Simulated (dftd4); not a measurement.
H2AlO2, doublet, at a GFN2-xTB geometry (such geometries of metal compounds can be far from the true shape) (the spin is typed, not shown lowest); D4 for r2scan (dftd4 4.2.0).

Input for dftd4:
```
$ dftd4 mol.xyz --func r2scan --charge 0 --json dftd4.json --noedisp

# file mol.xyz
5

Al     0.00353809    -0.25945260    -0.04632862
O      1.19806464     0.35864318    -1.01835264
H      1.86987346     0.76015792    -1.55606254
O     -1.20230510    -0.04768496     1.07387825
H     -1.88194496     0.12506018     1.71412967
```

What the program printed (banner, timings and long lists left out):

```
                    ____  _____ _____     ____  _  _
      -------------|  _ \|  ___|_   _|---|  _ \| || |------------
     |             | | | | |_    | | ___ | | | | || |_           |
     |             | |_| |  _|   | ||___|| |_| |__   _|          |
     |             |____/|_|     |_|     |____/   |_|            |
     |             ===================================           |
     |            E. Caldeweyher, S. Ehlert & S. Grimme          |
     |          Mulliken Center for Theoretical Chemistry        |
     |                    University of Bonn                     |
      -----------------------------------------------------------

Rational (Becke-Johnson) damping: r2scan-D4-ATM
---------------------
  s6         1.0000
  s8         0.6019
  s9         1.0000
  a1         0.5156
  a2         5.7734
 alp        16.0000
--------------------

Dispersion energy:      -5.2220374233981E-04 Eh

[Info] JSON dump of results written to 'dftd4.json'
```
